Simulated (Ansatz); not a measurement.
A CCSD(T) single point on `FC/C=C/[SiH3]`.

```yaml
crystal:
  periodic: [false, false, false]
  atoms:
    - {symbol: F, position_ang: [-1.419317, 2.159490, 0.490417]}
    - {symbol: C, position_ang: [-0.606053, 1.456592, 1.347901]}
    - {symbol: C, position_ang: [0.028116, 0.285412, 0.685878]}
    - {symbol: C, position_ang: [-0.148887, -0.068298, -0.584065]}
    - {symbol: Si, position_ang: [0.677975, -1.545522, -1.341072]}
    - {symbol: H, position_ang: [0.161898, 2.142494, 1.726842]}
    - {symbol: H, position_ang: [-1.213497, 1.129712, 2.201112]}
    - {symbol: H, position_ang: [0.679321, -0.292424, 1.341343]}
    - {symbol: H, position_ang: [-0.811372, 0.549266, -1.187530]}
    - {symbol: H, position_ang: [1.536011, -1.146695, -2.489595]}
    - {symbol: H, position_ang: [1.520090, -2.207093, -0.308447]}
    - {symbol: H, position_ang: [-0.327386, -2.518133, -1.848684]}
basis:
  gaussian: {orbitals: def2-SVP}
correlation: {method: ccsd_t}
```

```sh
$ ansatz run in.yaml --threads 4 --pin off --events-out ev --progress --plain --max-ram 10444MiB
```

Log, shortened:

```
Functional definition: HF
1093 factors; integrals over basis functions are off by at most 1.2e-3 eV
mean field evaluation 1: about -13759.7794 eV, gradient 2.9e1 eV
mean field evaluation 2: about -13759.8703 eV, gradient 2.9e1 eV
mean field evaluation 4: about -13762.4734 eV, gradient 3.9e0 eV
mean field evaluation 8: about -13762.5209 eV, gradient 1.8e-1 eV
mean field -13762.52109490 eV, -505.7633216659 hartree, gradient 2.0e-6 eV, S^2 0.000000; 0 other end points of the search recorded, 0 dependent functions left out
9 core orbitals not correlated: weight in the atoms' cores, before any rotation towards them, 1.000 or more for the frozen orbitals, at most 0.000 for the correlated occupied ones
reference -13762.52109490 eV, -505.7633216659 hartree; 15, 15 occupied and 85, 85 virtual orbitals, 1093 factors
second order -18.67955397 eV of doubles, -0.00000000 eV of singles
cycle   1  -19.59136400 eV  change   -9.1e-1 eV  update   9.9e-2
cycle   2  -20.14127001 eV  change   -5.5e-1 eV  update   3.1e-2
cycle   3  -20.25517696 eV  change   -1.1e-1 eV  update   1.4e-2
cycle   4  -20.25322976 eV  change    1.9e-3 eV  update   3.8e-3
cycle   5  -20.25320427 eV  change    2.5e-5 eV  update   1.4e-3
cycle   6  -20.25338301 eV  change   -1.8e-4 eV  update   3.8e-4
cycle   7  -20.25329825 eV  change    8.5e-5 eV  update   1.3e-4
cycle   8  -20.25328609 eV  change    1.2e-5 eV  update   4.1e-5
cycle   9  -20.25329705 eV  change   -1.1e-5 eV  update   1.5e-5
perturbative correction -0.57562153 eV, -0.0211537011 hartree
Total energy: -13783.35001348 eV, -506.5287703053 hartree
```

Hardware: 4 threads of an Arm Neoverse V1 on a shared host. Wall time 5.5 s, peak host memory 0.54 GiB.

The correlation energy is -20.829 eV, 2.8 % of it from (T); the T1 diagnostic reads 0.0109.
